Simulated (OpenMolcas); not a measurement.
Lines of O2+: computed and rescaled rates

```yaml
Program: OpenMolcas
Method: CASSCF
Basis: ANO-RCC-VTZP [4s3p2d1f]
Scalar_Hamiltonian: DKH3, point nucleus
Active_space: 2 electrons in 3 orbitals (2p)
State_averaging: 2S+1 = 3 even, 3 roots; 2S+1 = 1 even, 6 roots
Spin-orbit_coupling: state interaction with AMFI integrals over the reference wave functions, term energies averaged over their components
```

Rates come from the transition moments of the reference wave functions (E1 and E2 in the length form). At fixed line strength A goes as λ^-3 for E1 and M1 and as λ^-5 for E2, so a rate at the computed wavelength can be rescaled to the measured one. Measured vacuum wavelengths follow from level energies in Moore, Selected Tables of Atomic Spectra, NSRDS-NBS 3, section 11. Branching counts decays inside the model space alone, at computed energies, and the table is only a selection of the E2 and M1 lines, drawn from those between levels with measured partners whose computed energy lies within a factor of 1.5 of the measured one.

| Upper | Lower | Type | λ computed (nm) | λ measured (nm) | A computed (s-1) | A rescaled (s-1) | Branching % |
| --- | --- | --- | --- | --- | --- | --- | --- |
| 2s2 2p2 1S0 | 2s2 2p2 1D2 | E2 | 300 | 436.4 | 1.18e+01 | 1.81e+00 | 97.6 |
| 2s2 2p2 1S0 | 2s2 2p2 3P1 | M1 | 178.7 | 232.2 | 2.92e-01 |  | 2.4 |
| 2s2 2p2 1D2 | 2s2 2p2 3P1 | M1 | 442 | 496 | 7.55e-03 |  | 25.5 |
| 2s2 2p2 3P1 | 2s2 2p2 3P0 | M1 | 88090 | 88360 | 2.64e-05 | 2.62e-05 | 100.0 |

Spin-changing lines and M1 lines between different terms are not rescaled, since their strength hangs on the term gaps too.

The largest correction is for 2s2 2p2 1S0 → 2s2 2p2 1D2 (E2): 1.18e+01 × (300 / 436.4)^5 = 1.81e+00 s-1, a factor of 0.15.

The computed rate and branching of 2s2 2p2 3P1 → 2s2 2p2 3P0 give the upper level a radiative lifetime of 1.000 / 2.64e-05 s-1 = 3.79e+04 s, counting decays inside the model space alone. The rescaled rate gives about 3.8e+04 s.

No measured rate stands beside these. Rescaling mends the energy factor alone: line strengths can still be far off where a level mixes with configurations outside the active space, and weak or spin-changing lines hang on small mixing coefficients that depend on the term gaps too, so rescaling need not improve them.

With the s shell closed, the reference lacks s² → p² mixing. Computed and measured levels are paired by configuration, term and J; levels that our copy of the source lacks, or whose pairing is in doubt (as where it misses far off the trend of its configuration), stay unpaired. Levels of configurations outside the active space are missing.
